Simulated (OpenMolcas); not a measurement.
# Fe4+ in a point-charge field

Fe4+ among 5 point charges of -2.6 e arranged as a trigonal bipyramid (D3h), 2.02 Å from the ion, with the axial distance 2.404 Å.

* Program: OpenMolcas 26.06
* Method: SS-CASPT2, IPEA 0.25 Eh, imaginary shift 0.1 Eh (closed shells correlated: 3s 3p)
* Basis: ANO-RCC-VTZP [6s5p3d2f1g]
* Scalar Hamiltonian: DKH2, point nucleus
* Active space: 4 electrons in 5 orbitals (3d)
* State averaging: 2S+1 = 5 even, 5 roots; 2S+1 = 3 even, 45 roots; 2S+1 = 1 even, 50 roots
* Spin-orbit coupling: state interaction with AMFI integrals over the reference wave functions

The lowest spin-free states (labels of D3, the rotations of D3h), above the lowest:

| State | Degeneracy | E (cm-1) | Free-ion L (%) |
| --- | --- | --- | --- |
| 5E | 2 | 0 | D (100) |
| 5A1 | 1 | 990 | D (100) |
| 5E | 2 | 2060 | D (100) |
| 3A2 | 1 | 25280 | H (95) |
| 3A1 | 1 | 25290 | H (95) |
| 3E | 2 | 25350 | H (88) |
| 3E | 2 | 25360 | H (99) |
| 3A2 | 1 | 25520 | H (91) |
| 3E | 2 | 25580 | H (99) |
| 3A2 | 1 | 26290 | P (86) |
| 3E | 2 | 26480 | P (69) |
| 3E | 2 | 26940 | H (100) |
| 3E | 2 | 27360 | F (98) |
| 3A2 | 1 | 28130 | F (96) |
| 3A1 | 1 | 28130 | F (96) |
| 3E | 2 | 28370 | F (76) |
| 3A2 | 1 | 29760 | F (83) |
| 3E | 2 | 30180 | G (99) |
| 3A1 | 1 | 30450 | G (100) |
| 3E | 2 | 30890 | G (95) |

The lowest levels with spin-orbit coupling:

```json
{"E (cm-1)": "0", "Degeneracy": "1", "Label": "A1", "2S+1": "5", "g": ""}
{"E (cm-1)": "5", "Degeneracy": "1", "Label": "A2", "2S+1": "5", "g": ""}
{"E (cm-1)": "270", "Degeneracy": "2", "Label": "E", "2S+1": "5", "g": "0.00 0.00 0.05"}
{"E (cm-1)": "550", "Degeneracy": "2", "Label": "E", "2S+1": "5", "g": "0.00 0.00 4.06"}
{"E (cm-1)": "850", "Degeneracy": "2", "Label": "", "2S+1": "5", "g": "0.00 0.00 8.03"}
{"E (cm-1)": "1150", "Degeneracy": "2", "Label": "E", "2S+1": "5", "g": "0.00 0.00 12.00"}
{"E (cm-1)": "1300", "Degeneracy": "1", "Label": "A1", "2S+1": "5", "g": ""}
{"E (cm-1)": "1350", "Degeneracy": "2", "Label": "E", "2S+1": "5", "g": "0.00 0.00 4.01"}
{"E (cm-1)": "1510", "Degeneracy": "2", "Label": "E", "2S+1": "5", "g": "0.00 0.00 7.87"}
{"E (cm-1)": "2460", "Degeneracy": "2", "Label": "E", "2S+1": "5", "g": "0.00 0.00 5.49"}
{"E (cm-1)": "2560", "Degeneracy": "1", "Label": "A2", "2S+1": "5", "g": ""}
{"E (cm-1)": "2810", "Degeneracy": "1", "Label": "A1", "2S+1": "5", "g": ""}
{"E (cm-1)": "2860", "Degeneracy": "2", "Label": "E", "2S+1": "5", "g": "0.00 0.00 2.45"}
{"E (cm-1)": "2920", "Degeneracy": "2", "Label": "E", "2S+1": "5", "g": "0.00 0.00 6.08"}
{"E (cm-1)": "2970", "Degeneracy": "2", "Label": "", "2S+1": "5", "g": "0.00 0.00 9.97"}
{"E (cm-1)": "25180", "Degeneracy": "1", "Label": "A1", "2S+1": "3", "g": ""}
{"E (cm-1)": "25530", "Degeneracy": "1", "Label": "A1", "2S+1": "3", "g": ""}
{"E (cm-1)": "25540", "Degeneracy": "1", "Label": "A2", "2S+1": "3", "g": ""}
{"E (cm-1)": "25540", "Degeneracy": "2", "Label": "E", "2S+1": "3", "g": "0.00 0.00 2.35"}
{"E (cm-1)": "25630", "Degeneracy": "2", "Label": "E", "2S+1": "3", "g": "0.00 0.00 2.02"}
```

Powder χT (cm3 K/mol): 0.269 at 2 K, 0.519 at 10 K, 0.725 at 50 K, 0.944 at 100 K, 1.29 at 200 K, 1.56 at 300 K. The effective moment at 300 K is 2.828 √(χT) = 3.54 μB.

The lowest level has 2S+1 = 5, for which the spin-only value is χT = S(S+1) / 2 = 3.000 cm3 K/mol (g = 2). The computed 1.563 at 300 K differs by -1.437, through orbital momentum, spin-orbit coupling and any other state in reach.

Roots that are degenerate in the reference are averaged as groups; the widest CASPT2 spread within a group is 140 cm-1 (the 2-fold group of multiplicity 5 near 0 cm-1 above the lowest state of its run). Shifts and gaps below about the spread of the groups concerned are not significant. An orbital doublet at a regular site is open to a Jahn-Teller distortion, which this geometry leaves out. Point charges give a weaker field than real ligands, and real ions of this kind are often low spin; the high spin found here belongs to the model. The ground term spreads over less than 5000 cm-1, several times less than with real ligands, so orbital moments are less quenched and χT lies further from the spin-only value than at real sites. Free-ion shares, where given, are those of the reference states; single-state CASPT2 does not remix them. Point charges carry no covalency, so the field is a model and not that of real ligands. No measured value stands beside these numbers.

With an even number of electrons the g values are those of a degenerate or nearly degenerate non-Kramers pair.
